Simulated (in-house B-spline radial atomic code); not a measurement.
Response and correlation of Sm⁵⁶⁺

Closed shell [He] 2s2 (2p1/2)2. Computed with an all-electron radial atomic-structure program (B-spline basis): Dirac-Hartree-Fock, relativistic RPA (time-dependent Dirac-Hartree-Fock) for the response and second-order many-body perturbation theory for correlation, no-pair Dirac-Coulomb Hamiltonian, finite nucleus.

The shells are closed in jj coupling only; the real ground state mixes other jj configurations.

Command:
```bash
python run_mb.py task.json out
```
Settings (nuclear radius in fm, box in bohr, cutoff in hartree; a minus after a letter marks j = l - 1/2):
```
basis_form          2
Z                   62
core_configuration  [He] 2s2 2p-2
rms_radius          5.0819
mass_number         152
speed_of_light      137.036
box_radius          1.772
lmax                7
intervals           55
virtual_cutoff      96100.0
```

Run time, properties included: 0.5 s on 1 thread of Intel(R) Xeon(R) 6975P-C (shared host).

```tsv
multipole (bohr³, bohr⁵, bohr⁷)	uncoupled	coupled RPA
dipole	0.00018709	0.00020723
quadrupole	1.1954e-06	?
octupole	1.0041e-08	1.0202e-08
```

**Question.** What is the coupled quadrupole polarisability?

**Answer.** 1.4079e-06 atomic units, +18 % against the uncoupled value.

**Question.** Which subshells carry the dipole polarisability?

**Answer.** 2s1/2 90.2 %, 2p1/2 9.7 %, 1s1/2 0.1 %.

**Question.** What does the dipole shielding factor come to?

**Answer.** The dipole shielding factor is 0.097, against the exact N/Z = 6/62 = 0.097 of the non-relativistic theorem.

Dipole polarisability at imaginary frequency:

```
u (Eh)  α(iu) (bohr³)
     0      0.0002072
  21.5      0.0001586
  64.6      7.134e-05
   129      4.072e-05
   215      2.723e-05
   430      1.297e-05
   861      4.691e-06
  2150      9.907e-07
```

**Question.** What dispersion coefficients follow for two such ions (the dispersion part alone)?

**Answer.** C6 = (3/π)∫α(iu)²du = 1.602e-06 hartree·bohr⁶ and C8 = 7.012e-08 hartree·bohr⁸.

Lowest J = 1 odd-parity excitations:

```csv
energy (eV),oscillator strength,leading channel,weight
935.09,0.203,2s1/2 → p3/2,1.0
6920.6,0.039,2p1/2 → s1/2,0.998
7199.6,0.441,2s1/2 → p1/2,0.975
7271.6,1.02,2p1/2 → d3/2,0.975
7408.1,0.365,2s1/2 → p3/2,0.998
9328.6,0.00857,2p1/2 → s1/2,0.999
9470.2,0.254,2p1/2 → d3/2,0.997
9565.1,0.0469,2s1/2 → p1/2,0.997
```

Second-order correlation energy by the highest angular momentum of the excited pair (hartree): s -0.02081, p -0.1845, d -0.07481, f -0.01451, g -0.00427, h -0.001699, i -0.0008059, k -0.0004254.

**Question.** What is the second-order correlation energy at the partial-wave limit?

**Answer.** The listed waves sum to -0.30184 hartree; extrapolating the increments as (l + 1/2)⁻⁴ gives -0.30271 hartree, -1.37 eV per electron.
